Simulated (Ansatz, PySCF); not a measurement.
C3H10Si3, SMILES C=CC1[SiH2][SiH2][SiH2]1. Atoms are numbered in the order given.

```xyz
16

C      3.3377     0.3434     0.0000
C      2.1784    -0.3267     0.0000
C      0.8143     0.2764     0.0000
Si    -0.3842    -0.1732    -1.4433
Si    -2.2160     0.2136     0.0000
Si    -0.3842    -0.1732     1.4433
H      3.3668     1.4381     0.0000
H      4.2970    -0.1803     0.0000
H      2.2091    -1.4245     0.0000
H      0.8786     1.3816     0.0000
H     -0.2662    -1.6298    -1.7537
H     -0.1761     0.6092    -2.6973
H     -3.3874    -0.7070     0.0000
H     -2.6800     1.6330     0.0000
H     -0.1761     0.6092     2.6973
H     -0.2662    -1.6298     1.7537
```
Charge 0, spin multiplicity 1.

Geometry optimised at B3LYP-D3(BJ)/def2-SVP. The structure was generated by enumeration, and PubChem lists no compound with its InChIKey, so it may never have been made. The values are those of a single conformer.

Vertical ionisation energy (IE) and electron affinity (EA) in eV. Rows of orbital energies are one-electron estimates. Where ΔSCF, EOM or ADC give a negative EA the extra electron is unbound and the value depends on the basis.

```csv
level,IE,EA
"−ε(HOMO), −ε(LUMO), PBE0/def2-TZVP (PySCF)",6.83,0.56
"−ε(HOMO), −ε(LUMO), PBE/def2-TZVP (PySCF)",5.84,1.39
"ΔSCF, CAM-B3LYP/def2-SVPD (Ansatz), final states of multiplicity 2 and 2",8.66,-1.10
"ΔSCF, PBE/def2-SVPD (Ansatz), final states of multiplicity 2 and 2",8.33,-0.68
```

Q: What vertical singlet–triplet gap does ΔSCF give with CAM-B3LYP/def2-SVPD (Ansatz, a program for electronic structure) and with PBE/def2-SVPD (Ansatz)? (The exact figures need the calculation; the answer reports its results.)

A: 4.09 and 3.99 eV (triplet above singlet where positive).
